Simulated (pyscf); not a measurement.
Optimised with ωB97X-D3(BJ)/def2-SVP in PySCF.

SMILES: N1BN(B(Cl)Cl)BNB1
```xyz
14

Cl    -2.7022     3.0792    -1.6645
B     -1.0872     2.4230    -1.9326
Cl    -0.0180     3.4387    -2.8998
N     -0.6742     1.1567    -1.4039
B      0.6118     0.5685    -1.7840
N      0.9848    -0.6921    -1.2401
B      0.1664    -1.4317    -0.3294
N     -1.0843    -0.8373     0.0287
B     -1.5287     0.4181    -0.4717
H      1.3477     1.1286    -2.5520
H      1.8767    -1.0802    -1.5217
H      0.5131    -2.5013     0.1135
H     -1.6912    -1.3273     0.6744
H     -2.5895     0.8599    -0.1189
```
Charge 0, spin multiplicity 1.

**Question.** How much does it cost (ΔH, 298 K, ωB97M-D3(BJ)/def2-TZVP) to split H₅B₄Cl₂N₃ (SMILES ClB(Cl)N1BNBNB1) at its B–N bond into [Cl–B–Cl]• + cyclic H₅B₃N₃ (SMILES B1[N]BNBN1) [doublet]?

**Answer.** B–N to [Cl–B–Cl]• + cyclic H₅B₃N₃ (SMILES B1[N]BNBN1) [doublet]: 566.8 kJ/mol. The 7 functionals that were run give +514.1 (r²SCAN) to +566.8 kJ/mol (ωB97M-D3(BJ)/def2-TZVP). The radicals are drawn with the spin at the cut bond; how far it spreads was not checked. Other isomers of cyclic H₅B₃N₃ (SMILES B1[N]BNBN1) [doublet] were not searched in full and may lie lower.
